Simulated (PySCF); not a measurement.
**Working with the constants of DyB**

ROHF-MP2 constants of DyB, octet, about 9.7 electrons in the 4f shell (Mulliken), real f orbitals that mix terms (PySCF, spin-free X2C with a Gaussian nucleus, basis sets Dy x2c-SVPall, B x2c-SVPall; masses 163.9292 and 11.0093 u):

```
ωe              : 425.9 cm⁻¹
ωexe            : 2.02 cm⁻¹
Be              : 0.28965 cm⁻¹
αe              : 0.00127 cm⁻¹
D (centrifugal) : 5.36e-07 cm⁻¹
```

Problem. Give the vibrational terms G(v) and spacings up to v = 6.

Solution. G(v) = ωe(v+½) − ωexe(v+½)².

```
v  G(v) (cm⁻¹)  G(v) − G(v−1)  Bv (cm⁻¹)
0        212.4                    0.2890
1        634.3          421.9     0.2877
2       1052.1          417.8     0.2865
3       1465.9          413.8     0.2852
4       1875.6          409.7     0.2839
5       2281.3          405.7     0.2827
6       2683.0          401.7     0.2814
```

A state of this spin cannot dissociate to the ground-state fragments, so its own limit lies higher than the one that De refers to.

Correlated steps freeze 19 core orbitals. These are scalar-relativistic numbers at best; spin–orbit coupling would shift them, the dissociation energy most. The state is the lowest single determinant that the PBE0 search found; with open d or f shells the true ground state can be another one.
